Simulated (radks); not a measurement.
All-electron atom: Te3+ in [Kr] 4d10 5s2 5p1. Method: scalar-relativistic Kohn-Sham, r2SCAN, spin-unpolarised, spherical densities, finite nucleus; meta-GGA in the generalised Kohn-Sham scheme; Fermi nuclear charge, rms radius 4.7423 fm; computed with a radial shooting solver on a logarithmic mesh with Libxc functionals.

X-ray form factor f0, the Fourier transform of the density (f0(0) = 49):

sin(theta)/lambda (1/angstrom),f0 (electrons)
0.05,48.408
0.1,46.767
0.15,44.410
0.2,41.707
0.25,38.939
0.3,36.269
0.4,31.457
0.5,27.436
0.6,24.209
0.8,19.784
1,16.983
1.25,14.222
1.5,11.718
2,7.912
